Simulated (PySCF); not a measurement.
Geometry:
```csv
atom,x (Å),y (Å),z (Å)
Si1,1.464,-0.239,0.618
F2,1.461,-1.013,-0.779
F3,2.899,0.409,0.862
F4,1.204,-1.307,1.771
S5,0.040,1.318,0.623
Si6,-1.431,0.371,-0.556
F7,-1.173,0.552,-2.117
F8,-1.493,-1.194,-0.242
F9,-2.837,1.034,-0.207
```

Geometry: PBE0-D3(BJ)/def2-SVP; GIAO shifts from PySCF 2.14.0 with density-fitted response routines, gas phase, non-relativistic, averaged over equivalent atoms.

At PBE0/pcSseg-1 (174 basis functions, 21 s wall time on 1 thread of an Arm Neoverse V2, shared host):
```csv
atoms,δ (ppm)
Si1/Si6,-54.6
F2/F3/F4/F7/F8/F9,-119.8
S5,-235.4
```

Chemical shifts δ = σref − σ; TMS for 29Si (351.99 ppm); CFCl3 for 19F (177.25 ppm); 33S (495.66 ppm) against CS2, all at this level.

**Question.** Predict the values at wB97X-D/pcSseg-1 on the same geometry.

**Answer.** 
| atoms | δ at wB97X-D/pcSseg-1 | change |
| --- | --- | --- |
| Si1/Si6 | -54.6 | +0.0 |
| F2/F3/F4/F7/F8/F9 | -115.9 | +3.9 |
| S5 | -236.5 | -1.1 |

Shifts are taken against calculated references (same method and geometry level): 29Si (σref 352.93) against TMS; 19F (σref 187.16) against CFCl3; 33S (σref 493.71) vs CS2.

The largest change is at F2/F3/F4/F7/F8/F9 (fluorine bonded to Si). Cost: 174 basis functions, 20 s wall time on 1 thread of an Arm Neoverse V2, shared host.

Unscaled 19F shifts against computed CFCl3 carry errors that often reach 10 to 50 ppm.
